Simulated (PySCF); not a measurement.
**Working out the ionisation energy of Ga**

Ga [Ar] 3d10 4s2 4p1 (2P) → Ga⁺ [Ar] 3d10 4s2 (1S). Computed with PySCF 2.14 in cc-pVDZ-PP with ECP10MDF, with scalar relativity through the core potential. Frozen: 3s2 3p6 3d10. Energies in hartree (1 hartree = 27.21139 eV):

| part | Ga (lower) | Ga⁺ (upper) |
| --- | --- | --- |
| UHF | -258.290772 | -258.088103 |
| CCSD correlation | -0.043040 | -0.035254 |
| (T) | -0.000468 | 0.000000 |

Question: What does Hartree-Fock give?

Answer: (-258.088103) − (-258.290772) = 0.202669 hartree = 5.515 eV.

Question: What do CCSD and CCSD(T) give?

Answer: The CCSD correlation energies differ by 0.007786 hartree = 0.212 eV and the triples by 0.000468 hartree = 0.013 eV, so CCSD gives 5.727 eV and CCSD(T) 5.740 eV.

Measured between the centres of the two terms (NIST): 5.931 eV, so CCSD(T) (valence) is off by -0.191 eV.

A double-zeta basis recovers only part of the correlation energy.

What remains against the reference includes basis incompleteness, the frozen core and higher excitations.
